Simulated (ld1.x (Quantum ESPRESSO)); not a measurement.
## Br (Z = 35): variants of one RRKJ potential

Base potential:

```json
{"Element": "bromine (Br)", "Generator": "ld1.x (Quantum ESPRESSO) 7.5", "Type": "norm-conserving RRKJ (Kleinman–Bylander form)", "Functional": "PBEsol", "Relativity": "scalar-relativistic", "Frozen core": "[Ar]", "Valence charge": "17", "Reference configuration": "3d10 4s1.75 4p5.25", "Partial waves": "4p (bound): rc 1.50 bohr; 3d (bound): rc 0.75 bohr; 4f channel at 0.05 Ry: rc 1.25 bohr; 4s (bound): rc 1.25 bohr", "Local potential": "the s channel", "Core correction": "none"}
```

Cutoffs, loose and tight: the cutoffs (Ry, on a coarse ladder) from which the occupation-weighted sum of valence levels, in a spherical-Bessel basis at the reference potential, stays within 10 and 1 mRy of its value at 400 Ry. They do not see the model core or the augmentation charge, which bear on the density cutoff. Test errors are all-electron minus pseudo excitation energies from the reference, over the configurations 3d10 4s2 4p5; 3d10 4s2 4p4; 3d10 4s2 4p3; 3d10 4s2 4p4.5; 3d10 4s1 4p5; 3d10 4s2 4p5.3; 3d9 4s2 4p6. A dash means not determined; rows that change the core or the reference have their own tests.

A true bound ghost makes a file unfit for plane-wave use even where its test errors are small: the radial tests pick states by their node count and pass the ghost by.

| change | outcome | cutoff, loose | cutoff, tight | bound ghosts | largest test error (meV) |
| --- | --- | --- | --- | --- | --- |
| base | generated | over 300 Ry | over 300 Ry | p | -1432 |
| wave 4f channel at 0.05 Ry: rc 1.25 bohr becomes 4f channel at 0.05 Ry: rc 1.86 bohr | generated | over 300 Ry | over 300 Ry | p | -1432 |
| wave 3d (bound): rc 0.75 bohr becomes 3d (bound): rc 1.04 bohr | generated | 230 Ry | over 300 Ry | p | -680 |
| local potential all-electron potential smoothed inside 0.75 bohr (lloc = -2) | generated | over 300 Ry | over 300 Ry | s | -764 |
| wave 4p (bound): rc 1.50 bohr becomes 4p (bound): rc 1.52 bohr | generated | over 300 Ry | over 300 Ry | p | -1437 |
| core correction a·sin(br)/r model core inside 0.72 bohr | generated | over 300 Ry | over 300 Ry | p | -1531 |
| functional BLYP | generated | over 300 Ry | over 300 Ry | p | -1419 |

Q: What comes out with this change to the base: core [Ar] 3d10, valence charge 7; reference 4s2 4p5; waves now 4p (bound): rc 1.45 bohr; 4d channel at -0.1 Ry: rc 1.50 bohr; 4s (bound): rc 1.50 bohr; core correction a·sin(br)/r model core inside 0.65 bohr?

A: outcome: generated; cutoff, loose: 45 Ry; cutoff, tight: 70 Ry; bound ghosts: d; largest test error (meV): -42.

Q: What comes out with this change to the base: type ultrasoft; waves now 4s (bound): rcut 1.10, rcutus 1.25 bohr; 4s channel at -1.15 Ry: rcut 1.10, rcutus 1.25 bohr; 4p (bound): rcut 1.30, rcutus 1.50 bohr; 4p channel at 4.3 Ry: rcut 1.30, rcutus 1.50 bohr; 3d (bound): rcut 0.65, rcutus 0.75 bohr; 3d channel at -4.05 Ry: rcut 0.65, rcutus 0.75 bohr; 4f channel at 0.05 Ry: rcut 1.10, rcutus 1.25 bohr; 4f channel at 2.65 Ry: rcut 1.10, rcutus 1.25 bohr; local potential all-electron potential smoothed inside 0.55 bohr (lloc = -2); augmentation PSQ, inside the norm-conserving radii?

A: outcome: failed: chargeps: negative rho. Cause: the pseudo-density turned negative during the self-consistent test, most likely because a state had been found with a wrong node count and its wave set to zero before.

Q: What comes out with this change to the base: all radii scaled by about 0.88 (s 1.10, p 1.32, d 0.66, f 1.10 bohr)?

A: outcome: generated; cutoff, loose: over 300 Ry; cutoff, tight: over 300 Ry; bound ghosts: p; largest test error (meV): -1805.
